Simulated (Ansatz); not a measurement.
Frontier orbitals of C6H15ClO3Ti (`CC[O][Ti]([Cl])([O]CC)[O]CC`).

Z-matrix (Å, degrees):
```
C
C 1 1.512
H 1 1.093 2 110.7
H 1 1.092 2 110.7 3 -120.1
H 1 1.093 2 110.2 3 119.8
O 2 1.397 1 112.2 3 60.8
H 2 1.096 1 110.4 3 -178.4
H 2 1.097 1 110.4 3 -59.9
Ti 6 1.767 2 152.0 1 3.9
Cl 9 2.242 6 110.3 2 129.0
O 9 1.767 6 108.7 2 -110.0
O 9 1.767 6 108.7 2 8.0
C 11 1.397 9 152.2 6 8.0
C 12 1.397 9 152.2 6 -109.9
C 13 1.512 11 112.2 9 3.3
H 13 1.097 11 108.2 9 125.3
H 13 1.096 11 108.2 9 -118.8
C 14 1.512 12 112.2 9 3.0
H 14 1.097 12 108.2 9 125.1
H 14 1.096 12 108.2 9 -119.0
H 15 1.093 13 110.7 11 60.9
H 15 1.092 13 110.7 11 -59.2
H 15 1.093 13 110.2 11 -179.3
H 18 1.093 14 110.2 12 -179.4
H 18 1.092 14 110.7 12 -59.3
H 18 1.093 14 110.7 12 60.8
```

Total charge 0; spin multiplicity 1. Correlated methods include outer-core shells of Ti, which these sets cover unevenly. Scalar relativity is left out up to krypton. Geometry: relaxed with PBE0-D4/def2-TZVP. It is one conformer, not always the lowest. Basis def2-TZVPP, the Gaussian-basis code of Ansatz.

| functional | HOMO (eV) | LUMO (eV) |
| --- | --- | --- |
| PBE | -6.53 | -2.03 |

Question: Give HOMO and LUMO (eV) with LDA (SPW92), revPBE, BLYP, r2SCAN, B97M-V, PBE0, B3LYP, r2SCANh, r2SCAN0, HSE06 (plane-wave form), BHLYP, CAM-B3LYP, LC-ωPBE, ωB97X-V, ωB97M-V, HF. (Estimate.)

Answer: Ansatz gave: 
```json
{"functional": "LDA (SPW92)", "HOMO": "-6.68", "LUMO": "-2.23"}
{"functional": "revPBE", "HOMO": "-6.46", "LUMO": "-1.95"}
{"functional": "BLYP", "HOMO": "-6.43", "LUMO": "-1.93"}
{"functional": "r2SCAN", "HOMO": "-6.85", "LUMO": "-1.98"}
{"functional": "B97M-V", "HOMO": "-6.99", "LUMO": "-2.03"}
{"functional": "PBE0", "HOMO": "-8.01", "LUMO": "-1.13"}
{"functional": "B3LYP", "HOMO": "-7.74", "LUMO": "-1.39"}
{"functional": "r2SCANh", "HOMO": "-7.41", "LUMO": "-1.63"}
{"functional": "r2SCAN0", "HOMO": "-8.25", "LUMO": "-1.08"}
{"functional": "HSE06 (plane-wave form)", "HOMO": "-7.61", "LUMO": "-1.51"}
{"functional": "BHLYP", "HOMO": "-9.35", "LUMO": "-0.03"}
{"functional": "CAM-B3LYP", "HOMO": "-9.37", "LUMO": "-0.03"}
{"functional": "LC-ωPBE", "HOMO": "-10.73", "LUMO": "1.09"}
{"functional": "ωB97X-V", "HOMO": "-10.40", "LUMO": "1.05"}
{"functional": "ωB97M-V", "HOMO": "-10.29", "LUMO": "1.03"}
{"functional": "HF", "HOMO": "-11.55", "LUMO": "2.55"}
```

B3LYP here is the variant with VWN-RPA as its local correlation; programs differ in this. LC-ωPBE has ω = 0.4 bohr⁻¹. Positive LUMOs are unbound and depend on the basis.
